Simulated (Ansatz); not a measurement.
The cluster Li₁₀⁺. Total charge 1; doublet. Geometry PBE0/def2-TZVP.

```xyz
10

Li   -0.0207   -3.3183   -2.5568
Li   -0.9550   -0.7450    2.4733
Li   -0.4800    2.4337    2.0285
Li   -0.0048    0.4355    0.3382
Li   -1.9609    1.7700   -0.7796
Li   -1.7624   -1.4289   -0.5575
Li    0.4593   -0.1491   -2.2363
Li    1.3862    2.4339   -0.6465
Li    2.1514    0.5192    1.8383
Li    1.1869   -1.9511    0.0983
```

Another isomer (doublet) lies 0.18 eV lower at PBE0/def2-TZVP; other spin states weren't run for this one.

**Question.** Estimate the α-spin orbital energies around the gap (eV) in Ansatz with PBE/def2-TZVP, r2SCAN/def2-TZVP, B97M-V/def2-TZVP, PBE0/def2-TZVP.

**Answer.** 
```csv
orbital,PBE/def2-TZVP,r2SCAN/def2-TZVP,B97M-V/def2-TZVP,PBE0/def2-TZVP
HOMO−5,-51.61,-53.04,-54.56,-55.65
HOMO−4,-8.04,-8.19,-8.07,-9.00
HOMO−3,-7.12,-7.19,-7.05,-7.80
HOMO−2,-6.56,-6.55,-6.53,-7.09
HOMO−1,-6.31,-6.29,-6.29,-6.81
HOMO,-5.91,-5.96,-5.77,-6.39
LUMO,-5.10,-4.94,-5.05,-4.60
LUMO+1,-4.96,-4.79,-4.90,-4.46
LUMO+2,-4.72,-4.53,-4.67,-4.21
LUMO+3,-4.49,-4.27,-4.42,-3.98
LUMO+4,-4.47,-4.22,-4.36,-3.96
LUMO+5,-4.31,-4.06,-4.26,-3.76
β HOMO,-6.22,-6.19,-6.20,-6.69
β LUMO,-5.49,-5.18,-5.46,-4.97
```
